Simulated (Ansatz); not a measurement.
`C=N[SiH](C)F` + H–F → `C[SiH](F)F` + `C=N` at 700 K and 1 bar (ligand exchange at the Si–N bond).

Isolated molecules relaxed with PBE0-D4/def2-TZVP in Ansatz; ΔE leaves out vibrations. CCSD(T)/CBS adds triple-zeta CCSD(T) − MP2 to the extrapolated MP2 energy (def2 sets, frozen cores). This one scheme is used for every species. One conformer a species, not always the lowest.

```
       species  CCSD(T)/CBS energy (Eh)  H − E (kJ/mol)  S (J/(mol·K))
`C=N[SiH](C)F`               -523.36588           287.0          459.1
           H–F               -100.39570            45.2          198.5
  `C[SiH](F)F`               -529.27654           195.3          396.3
         `C=N`                -94.52360           135.6          268.6
```

H − E and S are ideal-gas, rigid-rotor, harmonic terms from PBE0-D4/def2-TZVP, for one conformer and one mirror image of each species. 1 Eh = 2625.50 kJ/mol, R = 8.31446 J/(mol·K).

By hand: ΔE, ΔH, ΔS and ΔG.

ΔE = (-529.27654) + (-94.52360) − (-523.36588) − (-100.39570) = -0.03856 Eh = -101.2 kJ/mol. Δ(H − E) = 195.3 + 135.6 − 287.0 − 45.2 = -1.3, so ΔH = -102.5 kJ/mol. ΔS = 396.3 + 268.6 − 459.1 − 198.5 = 7.3 J/(mol·K). ΔG = -102.5 − 700 × (7.3)/1000 = -107.6 kJ/mol.

By hand: the equilibrium constant, and the temperature at which ΔG would vanish if ΔH and ΔS stayed fixed.

log₁₀ K = −ΔG/(RT ln 10) = 8.0. ΔH and −TΔS have one sign here, so there is no such temperature.

The number of gas molecules stays the same, so ΔS is small and ΔH decides. A doubt of 5 kJ/mol in ΔE shifts log₁₀ K by 0.4 here. Other conformers and mirror images would add mixing entropy, several J/(mol·K) or more a flexible species. These are equilibria of isolated gas molecules and say nothing of rates. Largest T1 diagnostic: 0.012 (customary marks: 0.02 for closed shells, 0.045 for open ones).

ΔS is within the doubt of such terms, so its sign, and with it that verdict, could turn.
